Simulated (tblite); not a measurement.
A geometry optimisation, step by step.

Compound: C₆H₉FO.
Numbering: `[CH3:1][C:2]1([C:3](=[O:4])[F:5])[CH2:6][CH2:7][CH2:8]1` (hydrogens: H9, H10, H11 on C1; H12, H13 on C6; H14, H15 on C7; H16, H17 on C8)

Computed with GFN2-xTB (tblite), gas phase: L-BFGS steps from a force-field or distance-geometry start until the largest atomic force falls under 0.01 eV/Å. 6 of its 91 geometries are shown.

Step 0: E = -713.0308 eV, largest atomic force 5.083 eV/Å
```
atom  x, y, z in Å  |  force x, y, z in eV/Å
C1     -1.000   -0.875    0.951   -1.126  -1.253  -0.190
C2     -0.388    0.089   -0.043   -1.594   0.416   1.156
C3     -1.441    0.914   -0.662   -1.145  -0.039  -4.952
O4     -1.641    0.914   -1.901    0.221   0.558   4.683
F5     -2.212    1.692    0.168    0.710  -0.639  -0.680
C6      0.746    0.923    0.505    0.584   1.047   0.937
C7      1.702   -0.069   -0.126    1.417   0.038  -0.043
C8      0.557   -0.638   -0.925    0.683  -1.557  -1.707
H9     -0.318   -1.758    1.085   -0.721   1.057   0.350
H10    -1.297   -0.384    1.884    0.284  -0.313  -0.179
H11    -1.943   -1.277    0.468    0.879   0.220   0.655
H12     0.781    1.893   -0.016    0.075  -0.135   0.628
H13     0.810    1.005    1.619   -0.133   0.272  -0.959
H14     2.451    0.371   -0.815    0.097  -0.363   0.966
H15     2.098   -0.743    0.655    0.217   0.279  -0.742
H16     0.451   -1.744   -0.883    0.030   0.668  -0.386
H17     0.638   -0.301   -1.975   -0.478  -0.257   0.465
```

Step 18: E = -713.7176 eV, largest atomic force 0.115 eV/Å
```
atom  x, y, z in Å  |  force x, y, z in eV/Å
C1     -1.080   -0.870    0.977    0.048   0.021   0.004
C2     -0.414    0.036   -0.058    0.036   0.026   0.020
C3     -1.444    0.867   -0.744    0.039   0.014  -0.030
O4     -1.695    0.980   -1.892   -0.029   0.016   0.013
F5     -2.141    1.621    0.166   -0.014  -0.016  -0.034
C6      0.748    0.893    0.511    0.037  -0.001  -0.004
C7      1.746   -0.058   -0.160   -0.004  -0.033   0.006
C8      0.601   -0.657   -0.988   -0.027  -0.008  -0.002
H9     -0.384   -1.645    1.286   -0.001   0.000   0.019
H10    -1.360   -0.291    1.856   -0.095  -0.025  -0.059
H11    -1.969   -1.342    0.559    0.067   0.005   0.049
H12     0.777    1.889    0.072   -0.035   0.030   0.059
H13     0.786    0.973    1.595    0.001  -0.011  -0.013
H14     2.560    0.410   -0.708   -0.042  -0.016  -0.024
H15     2.157   -0.782    0.539    0.066   0.006   0.024
H16     0.555   -1.742   -1.018   -0.058  -0.027  -0.007
H17     0.548   -0.270   -2.003    0.011   0.018  -0.021
```

Step 36: E = -713.7459 eV, largest atomic force 0.078 eV/Å
```
atom  x, y, z in Å  |  force x, y, z in eV/Å
C1     -1.086   -0.843    0.984    0.000   0.018  -0.026
C2     -0.412    0.056   -0.049    0.006   0.013   0.044
C3     -1.436    0.885   -0.752    0.056   0.021   0.014
O4     -1.663    0.993   -1.906    0.010   0.004   0.020
F5     -2.178    1.621    0.135    0.036  -0.012   0.009
C6      0.775    0.862    0.543    0.014   0.013  -0.001
C7      1.751   -0.066   -0.193   -0.023  -0.001  -0.043
C8      0.579   -0.660   -0.987   -0.066  -0.012   0.003
H9     -0.338   -1.470    1.459    0.047  -0.051   0.035
H10    -1.575   -0.246    1.749   -0.034   0.040   0.013
H11    -1.828   -1.481    0.512   -0.038  -0.050  -0.039
H12     0.820    1.891    0.194   -0.041   0.034  -0.019
H13     0.833    0.854    1.629   -0.027   0.006   0.015
H14     2.511    0.431   -0.789    0.039   0.010   0.009
H15     2.229   -0.788    0.466   -0.002   0.021  -0.019
H16     0.504   -1.743   -1.002   -0.004  -0.031   0.002
H17     0.508   -0.281   -2.004    0.028  -0.022  -0.016
```

Step 54: E = -713.7527 eV, largest atomic force 0.019 eV/Å
```
atom  x, y, z in Å  |  force x, y, z in eV/Å
C1     -1.101   -0.858    0.981   -0.005  -0.007   0.004
C2     -0.413    0.042   -0.040   -0.001  -0.002   0.004
C3     -1.409    0.907   -0.737    0.003  -0.007   0.007
O4     -1.626    1.048   -1.888   -0.002   0.001  -0.002
F5     -2.123    1.656    0.164    0.004  -0.001  -0.007
C6      0.772    0.859    0.540    0.010  -0.003   0.000
C7      1.748   -0.053   -0.215    0.003  -0.015  -0.012
C8      0.572   -0.679   -0.979   -0.010   0.001  -0.004
H9     -0.354   -1.436    1.520   -0.002   0.005  -0.004
H10    -1.667   -0.264    1.697    0.002  -0.001   0.001
H11    -1.780   -1.547    0.482   -0.007   0.007  -0.002
H12     0.788    1.891    0.195    0.002   0.003   0.008
H13     0.843    0.847    1.625   -0.011   0.005   0.004
H14     2.490    0.454   -0.827   -0.009   0.012   0.000
H15     2.255   -0.760    0.438    0.012  -0.003  -0.003
H16     0.512   -1.765   -0.963    0.006   0.014   0.005
H17     0.486   -0.332   -2.006    0.006  -0.010   0.000
```

Step 72: E = -713.7549 eV, largest atomic force 0.047 eV/Å
```
atom  x, y, z in Å  |  force x, y, z in eV/Å
C1     -1.131   -0.853    0.974   -0.018  -0.012   0.023
C2     -0.410    0.034   -0.035    0.012  -0.028   0.007
C3     -1.385    0.912   -0.744    0.007  -0.033  -0.002
O4     -1.605    1.038   -1.897   -0.006   0.016   0.012
F5     -2.079    1.688    0.149    0.008   0.001  -0.034
C6      0.773    0.839    0.562    0.012   0.022   0.028
C7      1.756   -0.020   -0.245   -0.001   0.002  -0.010
C8      0.578   -0.702   -0.959    0.013  -0.008  -0.025
H9     -0.406   -1.458    1.515   -0.021   0.025  -0.016
H10    -1.683   -0.243    1.686   -0.010  -0.025   0.017
H11    -1.828   -1.519    0.466    0.012   0.022   0.007
H12     0.772    1.889    0.280    0.000   0.025  -0.008
H13     0.856    0.767    1.643    0.005  -0.004   0.047
H14     2.428    0.542   -0.889   -0.009  -0.025  -0.018
H15     2.345   -0.698    0.369   -0.020   0.009  -0.011
H16     0.542   -1.786   -0.881    0.015   0.002  -0.003
H17     0.468   -0.418   -2.003    0.000   0.011  -0.017
```

Step 90: E = -713.7571 eV, largest atomic force 0.009 eV/Å
```
atom  x, y, z in Å  |  force x, y, z in eV/Å
C1     -1.198   -0.844    0.969   -0.003   0.000   0.002
C2     -0.399    0.012   -0.009    0.000  -0.005  -0.003
C3     -1.323    0.912   -0.761    0.007   0.004  -0.001
O4     -1.532    1.002   -1.919   -0.003   0.000   0.000
F5     -1.981    1.758    0.094   -0.002  -0.001   0.002
C6      0.785    0.797    0.614    0.000  -0.002  -0.002
C7      1.758    0.053   -0.314    0.003   0.000  -0.003
C8      0.589   -0.740   -0.920    0.006  -0.003  -0.001
H9     -0.523   -1.480    1.537    0.001   0.007  -0.005
H10    -1.752   -0.214    1.663    0.002  -0.002  -0.002
H11    -1.902   -1.476    0.431    0.003   0.001   0.004
H12     0.742    1.874    0.464    0.000   0.000   0.003
H13     0.920    0.596    1.674   -0.001   0.000  -0.001
H14     2.274    0.695   -1.024   -0.006   0.002   0.005
H15     2.493   -0.556    0.206   -0.008   0.001  -0.001
H16     0.623   -1.811   -0.736   -0.002   0.002  -0.002
H17     0.419   -0.565   -1.980    0.002  -0.005   0.004
```

Question: Summarise the path.

Answer: The energy falls by 0.7263 eV from step 0 to step 90; nine tenths of that is first reached at step 10. It falls at every step. The largest force goes from 5.083 to 0.009 eV/Å. Among the bonds C3=O4 changes most, from 1.254 to 1.180 Å; the atoms move by 0.348 Å rms after alignment.

Question: Follow the three bonds and two angles with the largest change from start to end.

Answer: 
| step | E above end (eV) | largest force (eV/Å) | C3=O4 (Å) | C2–C8 (Å) | C1–H11 (Å) | C2–C3–O4 (°) | H14–C7–H15 (°) |
| --- | --- | --- | --- | --- | --- | --- | --- |
| 0 | 0.7263 | 5.083 | 1.254 | 1.483 | 1.133 | 121.9 | 116.1 |
| 4 | 0.1600 | 0.987 | 1.171 | 1.532 | 1.081 | 128.4 | 112.5 |
| 8 | 0.0810 | 0.222 | 1.182 | 1.540 | 1.091 | 130.6 | 108.4 |
| 12 | 0.0574 | 0.279 | 1.179 | 1.543 | 1.087 | 130.2 | 108.8 |
| 16 | 0.0435 | 0.214 | 1.181 | 1.541 | 1.090 | 130.7 | 108.9 |
| 20 | 0.0366 | 0.128 | 1.179 | 1.543 | 1.088 | 130.5 | 109.3 |
| 23 | 0.0327 | 0.074 | 1.180 | 1.541 | 1.088 | 130.9 | 109.2 |
| 27 | 0.0261 | 0.124 | 1.180 | 1.540 | 1.089 | 130.5 | 108.8 |
| 31 | 0.0185 | 0.120 | 1.180 | 1.541 | 1.089 | 130.3 | 108.4 |
| 35 | 0.0117 | 0.081 | 1.181 | 1.540 | 1.089 | 130.0 | 108.9 |
| 39 | 0.0097 | 0.049 | 1.181 | 1.540 | 1.088 | 130.2 | 109.0 |
| 43 | 0.0082 | 0.063 | 1.181 | 1.540 | 1.088 | 129.9 | 108.8 |
| 47 | 0.0062 | 0.071 | 1.180 | 1.540 | 1.089 | 130.0 | 108.9 |
| 51 | 0.0046 | 0.029 | 1.180 | 1.539 | 1.088 | 130.5 | 108.9 |
| 55 | 0.0043 | 0.017 | 1.180 | 1.541 | 1.089 | 130.4 | 108.9 |
| 59 | 0.0042 | 0.020 | 1.180 | 1.540 | 1.089 | 130.4 | 108.9 |
| 63 | 0.0040 | 0.020 | 1.180 | 1.540 | 1.089 | 130.4 | 108.9 |
| 67 | 0.0036 | 0.030 | 1.180 | 1.540 | 1.088 | 130.6 | 108.8 |
| 70 | 0.0030 | 0.038 | 1.180 | 1.539 | 1.088 | 130.4 | 108.8 |
| 74 | 0.0016 | 0.035 | 1.180 | 1.541 | 1.089 | 130.6 | 108.8 |
| 78 | 0.0011 | 0.037 | 1.180 | 1.541 | 1.088 | 130.7 | 108.9 |
| 82 | 0.0006 | 0.034 | 1.180 | 1.541 | 1.089 | 130.7 | 108.8 |
| 86 | 0.0002 | 0.018 | 1.180 | 1.541 | 1.088 | 130.6 | 108.8 |
| 90 | 0.0000 | 0.009 | 1.180 | 1.541 | 1.089 | 130.5 | 108.8 |

Run on Arm Neoverse N1, one thread, no GPU, on a shared host.
